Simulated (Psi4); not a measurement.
Pair of molecules, SMILES Cl with SMILES C#N (the first has 2 atoms); geometry from B3LYP-D3(BJ)/def2-TZVP, rigid monomers moved along the line of their centres of mass till H2···N4 is 1.83 Å.
(charge 0, multiplicity 1):
| atom | x (Å) | y (Å) | z (Å) |
|---|---|---|---|
| Cl | -0.3407 | -1.5326 | -0.6312 |
| H | -0.2715 | -0.8022 | 0.4350 |
| C | -0.1136 | 0.8806 | 2.8827 |
| N | -0.1739 | 0.2320 | 1.9424 |
| H | -0.0572 | 1.4852 | 3.7604 |

Level of theory: SAPT0/jun-cc-pV(D+d)Z (Psi4).

Q: Give the four SAPT terms and the total, and say what mostly holds the pair together.

A: electrostatics -10.98, exchange 15.34, induction -5.38, dispersion -3.04, total -4.06 kcal/mol; the largest attraction is electrostatics.
